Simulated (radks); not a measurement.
Sn I, 50 electrons, occupied as [Kr] 4d10 5s2 5p2.

Method: scalar-relativistic Kohn-Sham, PBEsol, spin-polarised, spherical densities, point nucleus; open shells are filled with parallel spins first (spin-orbit coupling, left out, can overturn this in heavy ions); hard spherical wall at 2.5 bohr; computed with a radial shooting solver on a logarithmic mesh with Libxc functionals.

Energy parts (eV):
part                       energy
total                 -167866.844
kinetic                175970.315
electron-nucleus      -408251.660
Hartree                 68873.636
exchange-correlation    -4459.136

Orbitals (lengths in bohr, moments of r in powers of bohr; <r^-3> diverges for s and p1/2; r(90%) holds 90 % of the orbital's charge):
| orbital | occ. | eigenvalue (eV) | r(90%) | <r> | <r^-3> |
|---|---|---|---|---|---|
| 1s up | 1 | -28962.52 | 0.0522 | 0.02907 | - |
| 1s down | 1 | -28962.28 | 0.0522 | 0.02907 | - |
| 2s up | 1 | -4343.107 | 0.194 | 0.1256 | - |
| 2s down | 1 | -4342.978 | 0.194 | 0.1256 | - |
| 2p up | 3 | -3895.759 | 0.178 | 0.1096 | 4692 |
| 2p down | 3 | -3895.552 | 0.178 | 0.1096 | 4692 |
| 3s up | 1 | -811.3120 | 0.500 | 0.3399 | - |
| 3s down | 1 | -811.0892 | 0.500 | 0.3398 | - |
| 3p up | 3 | -665.2003 | 0.508 | 0.3382 | 867.1 |
| 3p down | 3 | -664.9497 | 0.508 | 0.3382 | 867.1 |
| 3d up | 5 | -439.9813 | 0.497 | 0.3152 | 119.2 |
| 3d down | 5 | -439.7374 | 0.497 | 0.3152 | 119.2 |
| 4s up | 1 | -104.9151 | 1.20 | 0.8281 | - |
| 4s down | 1 | -104.4081 | 1.20 | 0.8279 | - |
| 4p up | 3 | -61.4240 | 1.33 | 0.9001 | 151.0 |
| 4p down | 3 | -60.8989 | 1.33 | 0.8985 | 151.1 |
| 4d up | 5 | 1.3902 | 1.63 | 1.073 | 14.20 |
| 4d down | 5 | 2.1523 | 1.62 | 1.066 | 14.37 |
| 5s up | 1 | 29.8709 | 2.05 | 1.542 | - |
| 5s down | 1 | 32.1062 | 2.04 | 1.537 | - |
| 5p up | 2 | 47.8358 | 2.07 | 1.551 | 65.46 |
| 5p down | 0 | 50.1593 | 2.07 | 1.548 | 65.80 |
| 4f up | 0 | 61.6925 | 1.94 | 1.369 | 1.157 |
| 4f down | 0 | 63.1565 | 1.93 | 1.355 | 1.202 |
| 5d up | 0 | 81.3517 | 2.11 | 1.489 | 12.44 |
| 5d down | 0 | 83.5574 | 2.11 | 1.494 | 12.30 |
| 6s up | 0 | 158.9482 | 2.19 | 1.486 | - |
| 6s down | 0 | 160.3952 | 2.19 | 1.489 | - |

The highest occupied level is 5p up at 47.836 eV. Summed over all electrons, <r^2> = 33.06 bohr^2, which gives a Langevin (diamagnetic) susceptibility term of -26.2 x 10^-6 cm^3/mol.
